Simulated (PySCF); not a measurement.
aniline (C6H7N), singlet, at a GFN2-xTB geometry; MP2/pc-1 run with PySCF.

The PySCF input:
```python
from pyscf import gto, scf, mp

mol = gto.M(
    atom='''
N     2.26898850   -0.34589154    0.26581677
C     0.91756321   -0.12718200    0.07978234
C     0.32384857    1.05784892    0.51488921
C    -1.03918263    1.24264988    0.39414758
C    -1.83576132    0.25579586   -0.16255361
C    -1.25309513   -0.92291663   -0.59783701
C     0.10910245   -1.11615687   -0.48096117
H     2.68780582   -1.05943881   -0.30846466
H     2.83930297    0.47425910    0.39407885
H     0.94292242    1.83040004    0.94949780
H    -1.48309267    2.16698132    0.73495964
H    -2.90066566    0.40457570   -0.25771264
H    -1.86492136   -1.69850304   -1.03570909
H     0.56087799   -2.03726852   -0.82217146
''',
    basis='pc-1',
    verbose=4,
)

mf = scf.RHF(mol)
mf.kernel()

pt = mp.MP2(mf, frozen=7)
pt.kernel()
print('E(MP2) = %.10f' % pt.e_tot)
```

Output, abridged:

```
PySCF version 2.14.0

[INPUT] verbose = 4
[INPUT] num. atoms = 14
[INPUT] num. electrons = 50
[INPUT] charge = 0
[INPUT] spin (= nelec alpha-beta = 2S) = 0
[INPUT] symmetry False subgroup None
[INPUT] Mole.unit = angstrom
[INPUT] Symbol           X                Y                Z      unit          X                Y                Z       unit  Magmom
[INPUT]  1 N      2.268988500000  -0.345891540000   0.265816770000 AA    4.287766844788  -0.653640279404   0.502320894617 Bohr   0.0
[INPUT]  2 C      0.917563210000  -0.127182000000   0.079782340000 AA    1.733943168877  -0.240339147974   0.150766772177 Bohr   0.0
[INPUT]  3 C      0.323848570000   1.057848920000   0.514889210000 AA    0.611985103132   1.999044739967   0.972999591394 Bohr   0.0
[INPUT]  4 C     -1.039182630000   1.242649880000   0.394147580000 AA   -1.963770564105   2.348267941924   0.744830978860 Bohr   0.0
[INPUT]  5 C     -1.835761320000   0.255795860000  -0.162553610000 AA   -3.469086124870   0.483384119198  -0.307181803459 Bohr   0.0
[INPUT]  6 C     -1.253095130000  -0.922916630000  -0.597837010000 AA   -2.368006603726  -1.744059666507  -1.129748216029 Bohr   0.0
[INPUT]  7 C      0.109102450000  -1.116156870000  -0.480961170000 AA    0.206173750019  -2.109230796352  -0.908884887850 Bohr   0.0
[INPUT]  8 H      2.687805820000  -1.059438810000  -0.308464660000 AA    5.079216875812  -2.002049196635  -0.582913726507 Bohr   0.0
[INPUT]  9 H      2.839302970000   0.474259100000   0.394078850000 AA    5.365504997964   0.896219811083   0.744701097984 Bohr   0.0
[INPUT] 10 H      0.942922420000   1.830400040000   0.949497800000 AA    1.781865130512   3.458954773993   1.794290797877 Bohr   0.0
[INPUT] 11 H     -1.483092670000   2.166981320000   0.734959640000 AA   -2.802638963650   4.095001211848   1.388872432209 Bohr   0.0
[INPUT] 12 H     -2.900665660000   0.404575700000  -0.257712640000 AA   -5.481463676331   0.764537269654  -0.487006308439 Bohr   0.0
[INPUT] 13 H     -1.864921360000  -1.698503040000  -1.035709090000 AA   -3.524190614251  -3.209705567341  -1.957206524823 Bohr   0.0
[INPUT] 14 H      0.560877990000  -2.037268520000  -0.822171460000 AA    1.059905790397  -3.849879544998  -1.553678886834 Bohr   0.0

nuclear repulsion = 273.219542115169
number of shells = 35
number of NR pGTOs = 217
number of NR cGTOs = 133
basis = pc-1
ecp = {}

******** <class 'pyscf.scf.hf.RHF'> ********
method = RHF
initial guess = minao
damping factor = 0
level_shift factor = 0
DIIS = <class 'pyscf.scf.diis.CDIIS'>
diis_start_cycle = 1
diis_space = 8
diis_damp = 0
SCF conv_tol = 1e-09
SCF conv_tol_grad = None
SCF max_cycles = 50
direct_scf = True
direct_scf_tol = 1e-13
Set gradient conv threshold to 3.16228e-05
Initial guess from minao.
init E= -287.767166932306
  HOMO = -0.186150809973837  LUMO = 0.0380493849591783  gap/eV = 6.10080
cycle= 1 E= -285.580767774651  delta_E= 2.19  |g|= 0.456  |ddm|=  3.9
  HOMO = -0.311355099164082  LUMO = 0.113307015312635  gap/eV = 11.55564
cycle= 2 E= -285.652570396076  delta_E= -0.0718  |g|= 0.14  |ddm|= 0.721
  HOMO = -0.284393718830558  LUMO = 0.133837748539364  gap/eV = 11.38066
cycle= 3 E= -285.658143068669  delta_E= -0.00557  |g|= 0.0725  |ddm|= 0.27
  HOMO = -0.292621447319308  LUMO = 0.130372583113806  gap/eV = 11.51025
cycle= 4 E= -285.659628623549  delta_E= -0.00149  |g|= 0.0121  |ddm|= 0.0884
  HOMO = -0.293631494290264  LUMO = 0.129072061612272  gap/eV = 11.50235
cycle= 5 E= -285.659679154062  delta_E= -5.05e-05  |g|= 0.00349  |ddm|= 0.0189
  HOMO = -0.293295988425556  LUMO = 0.129516224860442  gap/eV = 11.50531
cycle= 6 E= -285.659686558484  delta_E= -7.4e-06  |g|= 0.00148  |ddm|= 0.00643
  HOMO = -0.293413587922711  LUMO = 0.129504086143083  gap/eV = 11.50818
cycle= 7 E= -285.659688159358  delta_E= -1.6e-06  |g|= 0.000519  |ddm|= 0.00357
  HOMO = -0.293452639083617  LUMO = 0.129490335545168  gap/eV = 11.50886
cycle= 8 E= -285.659688449324  delta_E= -2.9e-07  |g|= 0.000206  |ddm|= 0.00155
  HOMO = -0.293467331327865  LUMO = 0.129496335016124  gap/eV = 11.50943
cycle= 9 E= -285.659688504852  delta_E= -5.55e-08  |g|= 0.000107  |ddm|= 0.000645
  HOMO = -0.293473413943827  LUMO = 0.129495372355779  gap/eV = 11.50957
cycle= 10 E= -285.659688518982  delta_E= -1.41e-08  |g|= 3.27e-05  |ddm|= 0.000395
  HOMO = -0.293472470111051  LUMO = 0.129496245357516  gap/eV = 11.50956
cycle= 11 E= -285.659688520524  delta_E= -1.54e-09  |g|= 8.92e-06  |ddm|= 0.00015
  HOMO = -0.29347212624185  LUMO = 0.12949655472908  gap/eV = 11.50956
cycle= 12 E= -285.65968852059  delta_E= -6.67e-11  |g|= 2.65e-06  |ddm|= 2.98e-05
  HOMO = -0.293472017397194  LUMO = 0.129496468298252  gap/eV = 11.50956
Extra cycle  E= -285.659688520593  delta_E= -2.27e-12  |g|= 1.31e-06  |ddm|= 4.98e-06
converged SCF energy = -285.659688520593

******** <class 'pyscf.mp.mp2.RMP2'> ********
nocc = 18, nmo = 126
frozen orbitals 7
E(RMP2) = -286.612663076161  E_corr = -0.952974555568287
E(SCS-RMP2) = -286.587535570531  E_corr = -0.927847049938685
E_corr(same-spin) = -0.248910480857608
E_corr(oppo-spin) = -0.70406407471068
E(MP2) = -286.6126630762
```
